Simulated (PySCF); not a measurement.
# Electronic structure of Hf⁵⁹⁺ (hafnium, charge +59) at the UHF level

Configuration: [Ne] 3s2 3p1, 2P determinant. All numbers are calculated (PySCF 2.14, the non-relativistic Hamiltonian (point nucleus), in an even-tempered Gaussian basis (16 s from 15 bohr⁻², ratio 2.5; 10 p from 20 bohr⁻², ratio 2.5; 4 d from 76 bohr⁻², ratio 2.7; 4 f from 110 bohr⁻², ratio 2.7)).

```
Total energy                                                  : -10419.736601 hartree
One-electron energy                                           : -11205.4960 hartree
Hartree (Coulomb) energy                                      : 918.1984 hartree
Exchange energy                                               : -132.4390 hartree
Kinetic energy                                                : 10421.25712 hartree
⟨S²⟩                                                          : 0.7506
⟨L²⟩                                                          : 2.002
Sum of ⟨r⟩                                                    : 1.270 bohr
Sum of ⟨r²⟩                                                   : 0.2005 bohr²
Traceless quadrupole moment −½Σ⟨3z² − r²⟩ along its main axis : -0.0176 e·bohr²
Density at the nucleus (Gaussians lack the cusp)              : 265000 bohr⁻³
Spin density at the nucleus                                   : 2.25 bohr⁻³
```

```csv
shell,electrons,mean orbital energy (hartree),spread (hartree),"rms radius, mean of both spins (bohr)"
1s α,1,-2404.50361,0,0.0243
1s β,1,-2404.23969,0,0.0243
2s α,1,-532.11377,0,0.0946
2s β,1,-531.94317,0,0.0946
2p α,3,-517.76750,0.26639,0.0814
2p β,3,-517.46384,0.37957,0.0814
3s α,1,-220.37900,0,0.221
3s β,1,-219.43459,0,0.221
3p α,1,-215.66935,0,0.210
```

A non-relativistic calculation at this Z misses sizeable relativistic shifts. Spin-orbit coupling, absent here, splits the open shell strongly.

Spin-orbit constants ζ (cm⁻¹) from the X2C one-electron operator on these orbitals (non-relativistic here): bare nucleus, nucleus screened by l(l+1)(2l+1)/3 electrons, and screened by the Breit-Pauli mean field of the electrons.

| shell | bare | screened nucleus | mean field |
| --- | --- | --- | --- |
| 2p | 4673000 | 4544000 | 4486000 |
| 3p | 1178000 | 1145000 | 1131000 |

To first order the Landé constant is A = 1131000 cm⁻¹, so the lowest level has J = 1/2 and lies 140 eV below the centre of the term. First order in ζ underestimates the shift of the j = l − 1/2 level at high Z.
